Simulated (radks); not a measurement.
Q: These are the eigenvalues of the occupied orbitals of an atom or ion with whole-number occupations (eV). All-electron calculation, Dirac Kohn-Sham, BLYP, spin-unpolarised, spherical densities, finite nucleus; Fermi nuclear charge, rms radius of each element as measured or else 0.836 A^(1/3) + 0.57 fm. Program: a radial shooting solver on a logarithmic mesh with Libxc functionals.

orbital  eigenvalue
1s1/2     -38729.41
2s1/2     -6170.019
2p1/2     -5820.192
2p3/2     -5406.883
3s1/2     -1326.008
3p1/2     -1178.412
3p3/2     -1097.880
3d3/2     -839.0857
3d5/2     -821.8535
4s1/2     -274.1838
4p1/2     -219.8727
4p3/2     -202.7007
4d3/2     -113.6184
4d5/2     -110.6357
5s1/2      -46.2954
5p1/2      -31.3157
5p3/2      -28.6986
5d3/2       -9.3645
6s1/2       -8.6840

Which element is it, and in what charge state? The configuration may be excited. Open shells, if any, fill j = l - 1/2 first.

A: Z = 57, lanthanum, charge +1: La+ in [Kr] 4d10 5s2 5p5 5d2 6s1. The list shows which subshells hold electrons but not how many an open one holds; the 1s level, -1423.3 hartree, gives Z - s = 53.4 by -(Z - s)^2/2, which with screening and relativity narrows Z to a few neighbours, and the depths of the outer levels then fix element, charge and occupations together.
